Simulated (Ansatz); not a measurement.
`CS[SiH2]O` and `CS[SiH2][GeH3]` differ in one atom or group.

Ansatz, PBE0-D4/def2-TZVP geometries, multiplicity 1. Each molecule was computed in one conformer, which needn't be the lowest.

Scalar relativity is left out up to krypton.

```tsv
property	`CS[SiH2]O`
HOMO energy (B3LYP/def2-TZVPP) / eV	-6.84
HOMO–LUMO gap (PBE/def2-TZVPP) / eV	5.23
size of the dipole moment (B3LYP/def2-TZVPP) / D	1.11
LUMO energy (B3LYP/def2-TZVPP) / eV	-0.02
HOMO energy (PBE0/def2-TZVPP) / eV	-7.08
zero-point energy (PBE0-D4/def2-TZVP) / kJ/mol	186.0
```

Problem. Give the same properties after the change, and the shifts. (An estimate is asked.)

Solution. The calculation gave: 
```
                                        property  `CS[SiH2][GeH3]`  shift
             HOMO energy (B3LYP/def2-TZVPP) / eV             -6.61   0.23
             HOMO–LUMO gap (PBE/def2-TZVPP) / eV              4.66  -0.57
size of the dipole moment (B3LYP/def2-TZVPP) / D              1.25   0.14
             LUMO energy (B3LYP/def2-TZVPP) / eV             -0.36  -0.34
              HOMO energy (PBE0/def2-TZVPP) / eV             -6.82   0.26
  zero-point energy (PBE0-D4/def2-TZVP) / kJ/mol             208.9   22.9
```

With PBE0 the HOMO rises by 0.26 eV and the LUMO falls by 0.43 eV, so the gap narrows by about 0.69 eV. PBE moves the HOMO by 0.19 eV and ωB97M-V by 0.34 eV. The zero-point energy changes by 22.9 kJ/mol with +6 modes. Dipoles are sizes alone; their direction can turn.

B3LYP here is the variant with VWN-RPA as its local correlation; programs differ in this.
